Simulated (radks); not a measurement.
Question: Numerical settings for the barium ion Ba+, [Xe] 6s1. All-electron calculation, Dirac Kohn-Sham, PBEsol, spin-unpolarised, spherical densities, point nucleus. Program: a radial shooting solver on a logarithmic mesh with Libxc functionals. The defaults (mesh step 0.008 in ln r, mesh end at 40 bohr or more with all orbitals vanishing there, Anderson mixing 0.5 over 9 steps, residual threshold near 1e-9 with the energy settled to 1e-9 hartree or 1e-11 of itself, here a cap of 99 iterations) give E = -8135.9228 hartree and 6s1/2 at -7.586 eV in 13 iterations. Run on one thread of a shared host, so times are rough (Arm Neoverse N1): 0.18 s of CPU time, 0.18 s wall, 13 iterations on 2648 mesh points. One setting is changed at a time: mesh step in ln r 0.05; mesh step in ln r 0.02; mesh step in ln r 0.08; mesh end (bohr) 3; mesh end (bohr) 5; residual threshold 1e-13; residual threshold 0.001; mixing 0.05; linear mixing, mixing 0.8; linear mixing, mixing 0.2; mixing history 20; iteration cap 5. Which runs fail to converge, and which converge to a wrong energy?

Answer: Not converged within the cap: mesh step in ln r 0.08; iteration cap 5. Settled on a wrong energy, with an occupied level pushed above zero by the early mesh end: mesh end (bohr) 3 (+3.16 hartree). Apart from these: settings that end as converged yet miss the energy by more than 1 mhartree: mesh end (bohr) 5 (+0.201 hartree).
